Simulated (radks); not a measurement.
Spherical quantum dot in the effective-mass picture: electrons in a hard-walled sphere of radius 5.81, with a point charge +1 (a donor) at the centre, all in effective atomic units (hartree* = m*/eps^2 hartree, bohr* = eps/m* bohr), one dielectric constant everywhere. Method: non-relativistic Kohn-Sham, PBE, spin-polarised, spherical densities; computed with a radial shooting solver with Libxc functionals. Levels are named by radial order and angular momentum (1s, 1p, 1d, 2s, ...), and open shells are averaged over m. Each electron was tried in the lowest free levels, single moves between levels near the top were tried too, and the lowest total energy was kept; such a search can miss a lower state. The series stops at N = 19: beyond it a trial failed or the search could not be trusted, so later rows were left out. At N = 1 the Hartree and exchange-correlation terms need not cancel, so that row can carry a self-interaction error.

N                         open shells  2S  E (hartree*)  mu = E(N) - E(N-1) (hartree*)  addition energy mu(N+1) - mu(N) (hartree*)
1                    1s(up 1, down 0)   1     -0.498375                       -0.49838                                      0.5110
2                                none   0     -0.485779                       0.012596                                      0.4949
3                    1p(up 1, down 0)   1     0.0216786                        0.50746                                      0.2017
4                    1p(up 2, down 0)   2      0.730839                        0.70916                                      0.2140
5                    1p(up 3, down 0)   3       1.65401                        0.92317                                      0.2824
6                    1p(up 3, down 1)   2       2.85957                         1.2056                                      0.1962
7                    1p(up 3, down 2)   1       4.26134                         1.4018                                      0.2054
8                                none   0       5.86846                         1.6071                                      0.3257
9                    2s(up 1, down 0)   1       7.80130                         1.9328                                      0.2463
10  1d(up 1, down 0) 2s(up 1, down 0)   2       9.98047                         2.1792                                      0.2027
11  1d(up 2, down 0) 2s(up 1, down 0)   3       12.3624                         2.3819                                      0.2034
12  1d(up 3, down 0) 2s(up 1, down 0)   4       14.9478                         2.5854                                      0.1966
13                   1d(up 5, down 0)   5       17.7298                         2.7820                                      0.2181
14  1d(up 5, down 0) 2s(up 1, down 0)   6       20.7298                         3.0001                                      0.2493
15  1d(up 5, down 1) 2s(up 1, down 0)   5       23.9792                         3.2494                                      0.1983
16  1d(up 5, down 2) 2s(up 1, down 0)   4       27.4268                         3.4476                                      0.1995
17  1d(up 5, down 3) 2s(up 1, down 0)   3       31.0739                         3.6471                                      0.1910
18                               none   0       34.9121                         3.8381                                      0.2186
19                   2s(up 1, down 0)   1       38.9688                         4.0567                                           -

All shells are closed at N = 2, 8, 18 (there: 1s2 1p6 1d10); the second difference of the energy has clear peaks (12 % above both neighbours; the first and last values, which can be the largest, are not judged, and half-filled shells can peak too) at N = 5, 8, 14.
